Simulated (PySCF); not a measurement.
**Calcium: a sound run and one with changed settings**

Sound run: Ca²⁺ [Ar], Ca³⁺ [Ne] 3s2 3p5. Computed with PySCF 2.14 in x2c-SVPall (5s3p2d, 24 functions), with scalar relativity by spin-free X2C-1e. In the sound run the correlated levels freeze [Ne] 3s2. The sound run starts from symmetry-adapted Hartree-Fock orbitals and uses a fine grid where one is needed.

Changed run: basis STO-3G, all-electron and non-relativistic. This setting is unsound on purpose.

| species | method | sound run (hartree) | changed run (hartree) | converged |
| --- | --- | --- | --- | --- |
| Ca²⁺ | UHF | -678.91527 | -669.43352 | yes |
| Ca²⁺ | PBE0 | -679.50554 | -669.93477 | yes |
| Ca²⁺ | M06-L | -679.67685 | -670.10359 | yes |
| Ca²⁺ | MP2 | -678.99790 | -669.43630 | yes |
| Ca²⁺ | CCSD(T) | -679.00866 | -669.43656 | yes |
| Ca³⁺ | UHF | -677.04939 | -667.61380 | yes |
| Ca³⁺ | PBE0 | -677.59149 | -668.07030 | yes |
| Ca³⁺ | M06-L | -677.75595 | -668.22817 | yes |
| Ca³⁺ | MP2 | -677.10067 | -667.61460 | yes |
| Ca³⁺ | CCSD(T) | -677.10981 | -667.61470 | yes |

Ionisation energy of Ca²⁺:

| method | sound run (eV) | changed run (eV) |
| --- | --- | --- |
| UHF | 50.773 | 49.517 |
| PBE0 | 52.084 | 50.735 |
| M06-L | 52.271 | 51.033 |
| MP2 | 51.626 | 49.571 |
| SCS-MP2 | 51.564 | 49.569 |
| CCSD | 51.670 | 49.574 |
| CCSD(T) | 51.670 | 49.575 |

A minimal basis cannot let orbitals breathe on ionisation and holds almost no correlation. The Hamiltonian changed with the basis, so the totals do not compare.

For comparison, NIST gives 50.913 eV between the lowest levels.
